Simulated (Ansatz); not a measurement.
Geometry optimisation, Ansatz, RKS revPBE/6-31G.

The input (input.yaml):

```yaml
crystal:
  periodic: [false, false, false]
  atoms:
    - { symbol: C, position_ang: [-1.7459, -0.4608, 0.286] }
    - { symbol: Si, position_ang: [0.0608, -0.2541, 0.2985] }
    - { symbol: O, position_ang: [0.63862, -0.74444, -1.2163] }
    - { symbol: Al, position_ang: [0.6554, 2.02876, 0.67283] }
    - { symbol: Al, position_ang: [1.0412, -1.53968, 2.01084] }
    - { symbol: H, position_ang: [-2.0691, -1.4594, 0.0918] }
    - { symbol: H, position_ang: [-2.1807, -0.0858, 1.254] }
    - { symbol: H, position_ang: [-2.1721, 0.235, -0.5422] }
    - { symbol: H, position_ang: [1.66152, -0.65165, -1.17461] }
    - { symbol: H, position_ang: [1.48215, 2.41534, 1.9116] }
    - { symbol: H, position_ang: [0.02626, 3.11204, -0.345] }
    - { symbol: H, position_ang: [0.6686, -1.31105, 3.52957] }
    - { symbol: H, position_ang: [2.05387, -2.70422, 1.67169] }
basis:
  gaussian: { orbitals: "6-31G" }
hamiltonian:
  xc: revpbe
relax:
  f_tol: 0.015
  max_steps: 40
```

Launched with:

```bash
$ ansatz run input.yaml --threads 1 --pin off --max-ram 2048MiB --backend cpu --events-out ev --progress --plain --runs-dir out
```

Question: Where does it end, and by what steps?

Answer: It converged. The force dipped under the threshold on the way, but the program's further checks kept it going. Limits of this set-up: no polarisation functions. After 32 steps the energy has fallen by 1.487 eV; H10 moved furthest, 1.37 Å. Joined: O3–Al4.

| step | energy less start (eV) | largest force component (eV/Å) | accepted |
| --- | --- | --- | --- |
| 0 | 0.0000 | 2.803 | yes |
| 2 | -0.8353 | 0.519 | yes |
| 4 | -0.8716 | 0.147 | yes |
| 6 | -0.8654 | 0.759 | no |
| 8 | -0.8731 | 0.628 | no |
| 10 | -0.8809 | 0.206 | yes |
| 12 | -0.8953 | 0.328 | yes |
| 14 | -0.9037 | 0.258 | yes |
| 16 | -0.9144 | 0.697 | yes |
| 18 | -0.9406 | 0.251 | yes |
| 20 | -1.1372 | 0.502 | yes |
| 22 | -1.3859 | 1.407 | yes |
| 24 | -1.4669 | 0.290 | yes |
| 26 | -1.4830 | 0.037 | yes |
| 28 | -1.4770 | 0.182 | no |
| 30 | -1.4869 | 0.007 | yes |
| 32 | -1.4869 | 0.009 | yes |

```xyz
13
Properties=species:S:1:pos:R:3
C -1.952 -0.563 0.254
Si -0.198 -0.092 0.967
O 0.902 0.277 -0.561
Al 0.925 2.034 0.253
Al 0.937 -1.788 2.361
H -1.928 -1.501 -0.326
H -2.650 -0.699 1.101
H -2.332 0.251 -0.385
H 1.282 -0.289 -1.260
H 2.379 2.402 0.873
H 0.037 3.096 -0.593
H 0.288 -2.233 3.786
H 2.430 -2.314 1.979
```

Whether the end is a true minimum wasn't checked by a vibrational analysis.

Time of the run: 2.9 min on 1 CPU thread of a shared host.
